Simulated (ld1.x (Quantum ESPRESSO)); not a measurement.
The numbers below are computed, except where a source is named.
Potentials for Sb (Z = 51) compared

Generated with ld1.x 7.5 (TM, RRKJ, ultrasoft, PAW), atompaw 4.2 or ONCVPSP 4.0.1. The cutoff is in Ry: for ld1.x and atompaw files where the sum of valence levels is converged to 10 mRy in a Bessel basis, for ONCV files where the hardest occupied wave has 1 mHa per electron of residual kinetic energy. The error is the largest all-electron minus pseudo excitation energy over each file’s own four to seven test configurations (ionisations up to +4, promotions, holes and added fractions of an electron), all of which were solved. The labels leave out finer settings (local radius, basis sizes, second energies), which also bear on the numbers. Spin-polarised tests are not counted. The rows are a selection from randomly drawn settings: files with unsolved tests, undetermined cutoffs or missed reference levels are left out.

A true bound ghost makes a file unfit for plane-wave use even where its test errors are small: the radial tests pick states by their node count and pass the ghost by.

```tsv
potential	cutoff (Ry)	largest error (meV)	bound ghosts
TM, Wu–Cohen, scalar-relativistic, rc 1.80/2.05/1.60 (spd), local s, core correction yes, reference 5s2 5p3	25	-511	d
ultrasoft, Wu–Cohen, scalar-relativistic, rc 1.85/2.10/1.30 (spd), local smoothed, core correction no, reference 4d10 5s2 5p2.5	90	-83	s, p
TM, LDA (PZ), scalar-relativistic, rc 2.00/2.16 (sp), local p, core correction yes, reference 5s2 5p2	25	-350	none
ultrasoft, PBE, scalar-relativistic, rc 1.90/2.65/1.65 (spd), local smoothed, core correction yes, reference 4d10 5s2 5p3	45	-270	none
TM, LDA (PZ), scalar-relativistic, rc 1.40/2.25 (sp), local smoothed, core correction yes, reference 5s2 5p3	45	-596	s, d
```

**Question.** Fill in the row for Sb: RRKJ, PBE, scalar-relativistic, rc 1.85/2.20/2.25 (spd), local p, core correction yes, reference 5s2 5p3.

**Answer.** cutoff 40 Ry, largest error -446 meV, bound ghosts: none.
